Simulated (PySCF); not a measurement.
**UHF on F (fluorine, neutral)**

Configuration: [He] 2s2 2p5, 2P determinant. All numbers are calculated (PySCF 2.14, the spin-free X2C one-electron Hamiltonian (Gaussian nucleus), in jorge-DZP-DKH (4s2p1d, 15 functions)).

| Item | Value |
| --- | --- |
| Total energy | -99.483874 hartree |
| One-electron energy | -139.3708 hartree |
| Hartree (Coulomb) energy | 49.9466 hartree |
| Exchange energy | -10.0597 hartree |
| ⟨S²⟩ | 0.7523 |
| ⟨L²⟩ | 2.007 |
| Sum of ⟨r⟩ | 7.756 bohr |
| Sum of ⟨r²⟩ | 10.12 bohr² |
| Traceless quadrupole moment −½Σ⟨3z² − r²⟩ along its main axis | 0.673 e·bohr² |
| Langevin diamagnetic susceptibility | -8.01 ×10⁻⁶ cm³/mol |
| Time after the integrals | 0.06 s of wall time on 1 thread of Neoverse-V1 (shared host) |

```tsv
shell	electrons	mean orbital energy (eV)	spread (eV)	rms radius, mean of both spins (bohr)
1s α	1	-719.20	0	0.204
1s β	1	-717.89	0	0.204
2s α	1	-45.417	0	1.10
2s β	1	-40.158	0	1.10
2p α	3	-20.784	3.015	1.23
2p β	2	-18.354	0	1.23
```
